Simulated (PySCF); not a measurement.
A geometry optimisation, step by step.

C3H7FSi.
SMILES with atom numbers: `[CH3:1]/[C:2]([F:3])=[CH:4]\[SiH3:5]` (hydrogens: H6, H7, H8 on C1; H9 on C4; H10, H11, H12 on Si5)

Computed by this run: PySCF 2.14.0, PBE0-D3(BJ)/def2-SVP geometry optimisation, gas phase; density fitting, grid level 1; the optimiser is geomeTRIC in internal coordinates, started from a GFN2-xTB structure with every atom displaced at random (about 0.01 Å). The frame can shift and turn from step to step; on so coarse a grid that alone can change the energy by a few meV, and forces under 0.02 eV/Å are noise.

Step 0: E = -13802.2596 eV, largest atomic force 3.703 eV/Å
```
atom  x, y, z in Å  |  force x, y, z in eV/Å
C1      1.366   -0.919    0.417   -0.747   2.023  -0.145
C2      0.999    0.505    0.057    3.092  -1.056   0.689
F3      2.087    1.311    0.067    0.073  -0.326   0.129
C4     -0.136    1.036   -0.252   -3.664   0.019  -0.532
Si5    -1.794    0.086   -0.334    1.260   0.784   0.670
H6      2.075   -1.278   -0.296    0.821  -0.515  -0.707
H7      1.806   -0.926    1.405    0.277  -0.131   0.568
H8      0.474   -1.511    0.392   -0.660  -0.760   0.075
H9     -0.187    2.097   -0.454    0.211   0.466  -0.120
H10    -2.838    1.044   -0.689   -0.483   0.349  -0.207
H11    -2.108   -0.497    0.994   -0.113  -0.168   0.176
H12    -1.706   -0.977   -1.316   -0.066  -0.684  -0.596
```

Step 1: E = -13802.4387 eV, largest atomic force 0.637 eV/Å
```
atom  x, y, z in Å  |  force x, y, z in eV/Å
C1      1.313   -0.943    0.382    0.194  -0.150  -0.034
C2      1.006    0.504    0.261   -0.633  -0.025   0.065
F3      2.062    1.255    0.576    0.088   0.136  -0.100
C4     -0.170    1.072   -0.057    0.436  -0.048  -0.281
Si5    -1.717    0.135   -0.527   -0.092  -0.007   0.246
H6      2.032   -1.266   -0.398   -0.135   0.084   0.154
H7      1.793   -1.116    1.360   -0.012  -0.075  -0.042
H8      0.411   -1.569    0.315    0.060   0.062  -0.035
H9     -0.174    2.170   -0.096   -0.041  -0.104   0.064
H10    -2.752    1.108   -0.986    0.026   0.014  -0.015
H11    -2.255   -0.590    0.672   -0.032   0.000  -0.029
H12    -1.544   -0.907   -1.592    0.143   0.113   0.007
```

Step 2: E = -13802.4593 eV, largest atomic force 0.208 eV/Å
```
atom  x, y, z in Å  |  force x, y, z in eV/Å
C1      1.315   -0.951    0.391    0.069   0.039   0.041
C2      0.995    0.496    0.266   -0.196  -0.051  -0.047
F3      2.056    1.265    0.531    0.098   0.002   0.015
C4     -0.171    1.065   -0.063    0.114  -0.006  -0.078
Si5    -1.724    0.142   -0.510   -0.096  -0.037   0.110
H6      2.028   -1.260   -0.390   -0.007   0.030   0.012
H7      1.798   -1.137    1.363   -0.017  -0.013  -0.004
H8      0.417   -1.577    0.316   -0.005   0.011  -0.021
H9     -0.176    2.160   -0.097    0.007  -0.006   0.009
H10    -2.747    1.120   -0.983    0.004   0.003   0.000
H11    -2.279   -0.593    0.673   -0.016   0.008  -0.020
H12    -1.506   -0.877   -1.585    0.046   0.020  -0.016
```

Step 3: E = -13802.4609 eV, largest atomic force 0.186 eV/Å
```
atom  x, y, z in Å  |  force x, y, z in eV/Å
C1      1.323   -0.953    0.391   -0.140  -0.044   0.012
C2      0.988    0.488    0.262    0.143  -0.115   0.032
F3      2.061    1.241    0.528   -0.015   0.147  -0.028
C4     -0.171    1.061   -0.076    0.010   0.026   0.021
Si5    -1.740    0.149   -0.496   -0.002  -0.023  -0.009
H6      2.054   -1.244   -0.379    0.030   0.004  -0.025
H7      1.789   -1.145    1.370   -0.019   0.019   0.007
H8      0.434   -1.588    0.291   -0.007  -0.038  -0.017
H9     -0.168    2.156   -0.112    0.007   0.023   0.008
H10    -2.753    1.133   -0.979   -0.002   0.002   0.009
H11    -2.306   -0.580    0.684    0.007   0.013   0.000
H12    -1.507   -0.864   -1.572   -0.013  -0.014  -0.008
```

Step 4: E = -13802.4629 eV, largest atomic force 0.097 eV/Å
```
atom  x, y, z in Å  |  force x, y, z in eV/Å
C1      1.312   -0.957    0.386    0.005   0.016   0.021
C2      0.994    0.488    0.259    0.045   0.038   0.013
F3      2.062    1.253    0.526    0.005  -0.056  -0.025
C4     -0.162    1.065   -0.081   -0.095   0.007   0.017
Si5    -1.733    0.148   -0.487    0.034   0.021  -0.049
H6      2.053   -1.246   -0.376    0.029  -0.018  -0.007
H7      1.760   -1.158    1.371   -0.005  -0.004   0.013
H8      0.419   -1.584    0.266    0.004  -0.001  -0.012
H9     -0.157    2.159   -0.118    0.002   0.006   0.008
H10    -2.749    1.129   -0.970   -0.007   0.000   0.006
H11    -2.295   -0.576    0.696    0.011   0.005   0.011
H12    -1.500   -0.868   -1.562   -0.026  -0.013   0.004
```

Step 5: E = -13802.4639 eV, largest atomic force 0.034 eV/Å
```
atom  x, y, z in Å  |  force x, y, z in eV/Å
C1      1.315   -0.959    0.387    0.012   0.012  -0.001
C2      0.996    0.486    0.257   -0.001   0.011  -0.021
F3      2.066    1.249    0.518   -0.004  -0.033  -0.009
C4     -0.162    1.063   -0.082   -0.021   0.004   0.020
Si5    -1.736    0.152   -0.491    0.016   0.004  -0.006
H6      2.061   -1.251   -0.369    0.008  -0.001   0.013
H7      1.757   -1.156    1.376   -0.008  -0.005   0.007
H8      0.424   -1.588    0.264    0.001   0.006  -0.009
H9     -0.156    2.158   -0.114    0.002   0.000  -0.006
H10    -2.752    1.137   -0.963    0.001   0.002   0.002
H11    -2.292   -0.572    0.696    0.000  -0.001   0.007
H12    -1.518   -0.865   -1.568   -0.006   0.002   0.005
```

Step 6: E = -13802.4649 eV, largest atomic force 0.039 eV/Å
```
atom  x, y, z in Å  |  force x, y, z in eV/Å
C1      1.311   -0.964    0.383   -0.001  -0.003  -0.015
C2      0.999    0.482    0.249    0.003   0.007  -0.028
F3      2.074    1.236    0.508   -0.006   0.003  -0.006
C4     -0.157    1.066   -0.087    0.028  -0.014   0.025
Si5    -1.735    0.159   -0.486   -0.015   0.002   0.013
H6      2.077   -1.256   -0.354   -0.007   0.011   0.020
H7      1.729   -1.164    1.382   -0.010  -0.003   0.003
H8      0.423   -1.592    0.237    0.000   0.002  -0.003
H9     -0.147    2.161   -0.119    0.005  -0.010  -0.010
H10    -2.754    1.147   -0.948    0.002   0.002  -0.002
H11    -2.280   -0.560    0.709   -0.004  -0.004   0.000
H12    -1.535   -0.862   -1.563    0.005   0.007   0.004
```

Step 7: E = -13802.4661 eV, largest atomic force 0.062 eV/Å
```
atom  x, y, z in Å  |  force x, y, z in eV/Å
C1      1.311   -0.978    0.376    0.000  -0.017  -0.021
C2      1.008    0.469    0.231   -0.011  -0.015  -0.030
F3      2.092    1.214    0.481   -0.015   0.021  -0.005
C4     -0.145    1.060   -0.101    0.052   0.004   0.033
Si5    -1.744    0.179   -0.471   -0.008  -0.013   0.029
H6      2.118   -1.265   -0.317   -0.017   0.011   0.017
H7      1.671   -1.184    1.397   -0.006  -0.003  -0.001
H8      0.433   -1.605    0.175   -0.007   0.003   0.004
H9     -0.121    2.155   -0.135   -0.004   0.004  -0.018
H10    -2.758    1.182   -0.913    0.009   0.003  -0.004
H11    -2.276   -0.529    0.737   -0.006  -0.004  -0.006
H12    -1.584   -0.847   -1.550    0.011   0.005   0.001
```

Step 8: E = -13802.4666 eV, largest atomic force 0.037 eV/Å
```
atom  x, y, z in Å  |  force x, y, z in eV/Å
C1      1.301   -0.983    0.371    0.000  -0.011  -0.009
C2      1.011    0.466    0.223    0.010   0.009  -0.019
F3      2.102    1.204    0.466   -0.007   0.012  -0.001
C4     -0.138    1.067   -0.103    0.021  -0.012   0.027
Si5    -1.740    0.185   -0.460   -0.016   0.004   0.013
H6      2.119   -1.274   -0.308   -0.010   0.004   0.006
H7      1.641   -1.194    1.398   -0.004   0.000  -0.002
H8      0.422   -1.602    0.153   -0.002  -0.002   0.005
H9     -0.109    2.161   -0.141    0.002  -0.006  -0.013
H10    -2.755    1.187   -0.899    0.003   0.002  -0.004
H11    -2.266   -0.522    0.751   -0.004  -0.002  -0.003
H12    -1.583   -0.843   -1.538    0.007   0.002   0.001
```

Step 9: E = -13802.4669 eV, largest atomic force under 0.02 eV/Å
```
atom  x, y, z in Å  |  force x, y, z in eV/Å
C1      1.299   -0.986    0.369    0.001   0.001   0.002
C2      1.014    0.464    0.219    0.003   0.002  -0.005
F3      2.107    1.200    0.456    0.002  -0.002  -0.002
C4     -0.135    1.066   -0.102   -0.002  -0.002   0.010
Si5    -1.741    0.189   -0.454   -0.004   0.002  -0.002
H6      2.117   -1.280   -0.307   -0.001  -0.002  -0.003
H7      1.635   -1.199    1.397    0.000   0.001   0.000
H8      0.418   -1.602    0.150   -0.001  -0.001   0.003
H9     -0.103    2.161   -0.145    0.001  -0.001  -0.004
H10    -2.751    1.194   -0.896    0.001   0.001  -0.001
H11    -2.270   -0.516    0.756   -0.001   0.003   0.000
H12    -1.584   -0.839   -1.532    0.000  -0.001   0.001
```

**Question.** Summarise the path.

**Answer.** The energy falls by 20.00 kJ/mol from step 0 to step 9; nine tenths of that is first reached at step 2. It falls at every step. The largest force goes from 3.703 to under 0.02 eV/Å. Among the bonds C4–Si5 changes most, from 1.912 to 1.863 Å; the atoms move by 0.065 Å rms after alignment.

**Question.** Follow the three bonds and two angles with the largest change from start to end.

**Answer.** 
```tsv
step	E above end (kJ/mol)	largest force (eV/Å)	C4–Si5 (Å)	Si5–H12 (Å)	C2=C4 (Å)	C2–C1–H8 (°)	C2–C4–H9 (°)
0	20.00	3.703	1.912	1.450	1.291	108.2	119.3
1	2.72	0.637	1.869	1.500	1.344	112.3	115.8
2	0.73	0.208	1.861	1.497	1.339	112.0	115.8
3	0.57	0.186	1.862	1.497	1.336	111.7	115.8
4	0.38	0.097	1.864	1.497	1.336	111.9	115.8
5	0.29	0.034	1.864	1.497	1.337	112.0	115.7
6	0.19	0.039	1.863	1.497	1.338	112.0	115.8
7	0.08	0.062	1.863	1.497	1.338	112.0	115.5
8	0.02	0.037	1.863	1.497	1.337	112.0	115.7
9	0.00	under 0.02	1.863	1.497	1.337	111.9	115.7
```

The cost below is that of the whole optimisation. The run took 39 s of wall time on Intel Xeon Platinum 8488C, one thread, no GPU, shared host, and the process peaked at 0.46 GiB of memory.
